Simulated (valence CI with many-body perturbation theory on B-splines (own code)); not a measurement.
Missing levels of Te XLVIII

Level of theory: configuration interaction combined with many-body perturbation theory (CI+MBPT): three valence electrons over a frozen Dirac-Fock core [He], a basis of 11 s, 11 p, 10 d, 8 f, 5 g, 2 h functions for each j, with the one-electron correlation potential Σ1 (screened to all orders), the two-electron term Σ2, the three-electron term Σ3, Breit, model QED; selected single and double excitations, second order for the rest, scaled by the run's own slope (own B-spline code, finite nucleus).

The last digits are not significant, and no measured levels were compared; by estimate large intervals hold to a few tenths of a per cent, small ones and those within an open d or f shell to about a per cent.

| Level | E (eV) |
| --- | --- |
| (2s^2 2p1/2) J=1/2 | 0.00 |
| (2s 2p1/2^2) J=1/2 | 154.23 |
| (2s^2 2p3/2) J=3/2 | 303.64 |
| (2s 2p1/2 2p3/2) J=3/2 [a] | ? |
| (2s 2p1/2 2p3/2) J=5/2 | 441.86 |
| (2s 2p1/2 2p3/2) J=3/2 [b] | 489.87 |
| (2s 2p1/2 2p3/2) J=1/2 | ? |
| (2p1/2^2 2p3/2) J=3/2 | 655.95 |
| (2s 2p3/2^2) J=5/2 | 733.24 |
| (2s 2p3/2^2) J=1/2 | 803.72 |
| (2s 2p3/2^2) J=3/2 | 804.80 |
| (2p1/2 2p3/2^2) J=3/2 | ? |
| (2p1/2 2p3/2^2) J=5/2 | 948.62 |
| (2p1/2 2p3/2^2) J=1/2 | ? |
| (2p3/2^3) J=3/2 | 1264.76 |
| (2s^2 3s) J=1/2 | 4762.52 |
| (2s^2 3p1/2) J=1/2 | ? |
| (2s 2p1/2 3s) J=1/2 [a] | 4867.65 |
| (2s 2p1/2 3s) J=3/2 | ? |
| (2s 2p1/2 3s) J=1/2 [b] | 4904.47 |

Levels are named by their leading jj configuration (3d3/2^4 stands for four electrons in 3d with j = 3/2), which in mixed levels can hold well under half, so a name can repeat and another be missing. Letters in brackets count levels of one name in rising energy.

Q: The levels stand in rising order. What does the calculation give for the missing energies?

A: (2s 2p1/2 2p3/2) J=3/2 [a] 411.39; (2s 2p1/2 2p3/2) J=1/2 490.72; (2p1/2 2p3/2^2) J=3/2 929.53; (2p1/2 2p3/2^2) J=1/2 985.34; (2s^2 3p1/2) J=1/2 4816.27; (2s 2p1/2 3s) J=3/2 4881.84.
